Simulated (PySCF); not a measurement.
Gas-phase XPS of `C1C[SiH2]O[SiH2]1`, computed

Species: C2H8OSi2.
Bonds: C1–C2, C2–Si3, Si3–O4, O4–Si5, C1–Si5. Hydrogens: H6, H7 on C1; H8, H9 on C2; H10, H11 on Si3; H12, H13 on Si5.

Computed with PySCF, delta-SCF UKS SCAN, pcX-2 on the ionised atom, pcseg-1 elsewhere, spin-free X2C. Each binding energy is the total energy of the core-ionised species, with the hole localised on one atom, minus that of the ground state; both are solved self-consistently, so orbital relaxation is included.

Task: List the computed XPS lines with their assignment.

Result: 
```
atom(s)      bonded to     level  binding energy (eV)  2p1/2 (eV)  count
Si3/Si5   O, C and 2 H     Si 1s              1847.04           –      2
     O4           2 Si      O 1s               537.53           –      1
  C1/C2  C, 2 H and Si      C 1s               290.34           –      2
Si3/Si5   O, C and 2 H  Si 2p3/2               107.17      107.80      2
```

Task: What is the longest wavelength that can ionise Si 2p3/2 of Si3/Si5 vertically?

Result: λ = hc/E = 12398.42 eV Å / 107.17 eV = 115.689 Å.

Task: Which photon energy gives electrons from Si 2p3/2 of Si3/Si5 a kinetic energy of 20 eV, and what is their de Broglie wavelength?

Result: hν = 107.17 + 20 = 127.17 eV, recoil neglected; λ = 12.264 Å/√(E/eV) = 2.74 Å.

Atoms equivalent by their bonding share one computed value, that of the first of them. 2p3/2 and 2p1/2 are the ΔSCF energy of one spin-free 2p hole plus the eigenvalues of a spin–orbit and ligand-field matrix of the shell. 2p1/2 minus 2p3/2 (ligand field included): Si 0.63 eV. Isolated species at its PBE0-D3(BJ)/def2-SVP geometry (one conformer only).
